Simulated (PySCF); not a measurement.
C5H5FSi.

```xyz
12

C     -0.2102    -1.4011     2.4913
C     -0.0807    -0.7200     1.4948
Si     0.0788     0.3297     0.0000
C     -1.1581     1.7079     0.0000
F      1.5810     0.9594     0.0000
C     -0.0807    -0.7200    -1.4948
C     -0.2102    -1.4011    -2.4913
H     -0.3211    -2.0085     3.3744
H     -1.0349     2.3371     0.8952
H     -1.0349     2.3371    -0.8952
H     -2.1807     1.2985     0.0000
H     -0.3211    -2.0085    -3.3744
```
Charge 0, spin multiplicity 1.

The structure is a stationary point at ωB97X-D3(BJ)/def2-SVP.

The numbers are results of HF/pcSseg-1 in PySCF, not measurements. Non-relativistic, no solvent.

Computed absolute GIAO shielding of each atom: isotropic value and principal components (ppm):
```
atom  σ(iso)    σ11    σ22    σ33   span
----  ------  -----  -----  -----  -----
C1      83.3    1.9    2.7  245.4  243.5
C2     106.8    9.5   10.5  300.4  290.9
Si3    424.3  373.8  429.2  469.9   96.1
C4     189.4  182.3  189.8  196.1   13.8
F5     372.4  348.1  377.5  391.7   43.5
C6     106.8    9.5   10.5  300.4  290.9
C7      83.3    1.9    2.7  245.4  243.5
H8      28.8   23.8   23.9   38.8   15.0
H9      31.1   26.6   28.3   38.3   11.7
H10     31.1   26.6   28.3   38.3   11.7
H11     31.4   27.5   28.6   37.9   10.4
H12     28.8   23.8   23.9   38.8   15.0
```
